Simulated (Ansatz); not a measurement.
**GeH2Cl− (SMILES [Cl][GeH2-]): the energy, rung by rung**

GeH2Cl− has 4 atoms, charge -1, and is taken as a singlet. SMILES: `[Cl][GeH2-]`. The shape comes from GFN2-xTB, which is rough for such elements, and wasn't checked as a minimum.

```xyz
4

Cl   -1.5660    0.3897    1.0144
Ge    0.0363   -0.8066   -0.1638
H     0.1519    0.3841   -1.4489
H     1.3779    0.0328    0.5983
```

Each level gives the energy change with the Cl1–Ge2 bond stretched from 2.321 to 2.901 Å (eV). The values are calculated.

| level | kind | program | value (eV) | less FCI/STO-3G | CPU time (all runs) |
| --- | --- | --- | --- | --- | --- |
| HF/STO-3G (restricted) | Hartree–Fock | Ansatz | 1.18 | +0.08 | 0.93 s |
| SVWN5/STO-3G (restricted) | LDA | Ansatz | 1.26 | +0.16 | 2.2 s |
| PBE/STO-3G (restricted) | GGA | Ansatz | 1.08 | -0.02 | 3.5 s |
| r2SCAN/STO-3G (restricted) | meta-GGA | Ansatz | 1.12 | +0.02 | 8 s |
| B3LYP/STO-3G (restricted) | global hybrid | Ansatz | 1.07 | -0.03 | 3.3 s |
| CAM-B3LYP/STO-3G (restricted) | range-separated hybrid | Ansatz | 1.23 | +0.13 | 3.6 s |
| RPA@PBE/STO-3G (restricted) | RPA | Ansatz | 0.73 | -0.37 | 8.1 s |
| MP2/STO-3G (restricted) | perturbation theory | Ansatz | 1.14 | +0.04 | 0.46 s |
| CCSD/STO-3G (restricted) | coupled cluster or CI | Ansatz | 1.10 | 0.00 | 0.62 s |
| FCI/STO-3G | exact in the basis | Ansatz | 1.10 | 0.00 | 1.6 s |

FCI/STO-3G is exact within its basis and frozen core, so for wave-function methods in that basis the difference is their error; functionals converge differently with the basis, so for them it is only a difference. All-electron rows without a relativistic Hamiltonian named are non-relativistic. Sets without diffuse functions describe the anion poorly. The first shape isn't each level's own minimum. The values span 0.73 to 1.26 eV. All rows use very small basis sets, so none should be taken for the real molecule's value. In the correlated wave-function rows the outer d shell of Ge is correlated, in sets not made for it. In so small a basis fixed costs decide the times, and correlated methods can beat functionals. CPU times are rough (shared hosts, several kinds of processor and program).
